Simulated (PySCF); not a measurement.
**How methods differ on the ionisation energy of Os⁵⁹⁺**

Os⁵⁹⁺ [Ne] 3s2 3p5 (2P) → Os⁶⁰⁺ [Ne] 3s2 3p4 (3P), as a difference of total energies. All numbers are calculated (PySCF 2.14, the non-relativistic Hamiltonian (point nucleus), in an uncontracted even-tempered set (16 s from 16 bohr⁻², ratio 2.5; 10 p from 20 bohr⁻², ratio 2.5; 4 d from 84 bohr⁻², ratio 2.7; 4 f from 130 bohr⁻², ratio 2.7)). Correlated levels: outer shells: 1s2 frozen; virtual orbitals above 40 to 60 times the deepest correlated orbital energy dropped. The calculations carry no spin-orbit coupling.

```json
{"method": "UHF", "ionisation energy (eV)": "6135.2"}
{"method": "MP2 (outer shells)", "ionisation energy (eV)": "6136.1"}
{"method": "SCS-MP2 (outer shells)", "ionisation energy (eV)": "6136.0"}
{"method": "CCSD (outer shells)", "ionisation energy (eV)": "6136.0"}
{"method": "CCSD(T) (outer shells)", "ionisation energy (eV)": "6136.0"}
```

Spin-orbit coupling is strong in these open shells (close to jj coupling). The scalar numbers leave it out and a first-order estimate fails, so it can dominate the gap to the real levels.

The gap to the reference is mostly relativistic.

For comparison: 6240 ± 7 eV (theoretical estimate listed by NIST; NIST Atomic Spectra Database, ionization energies).
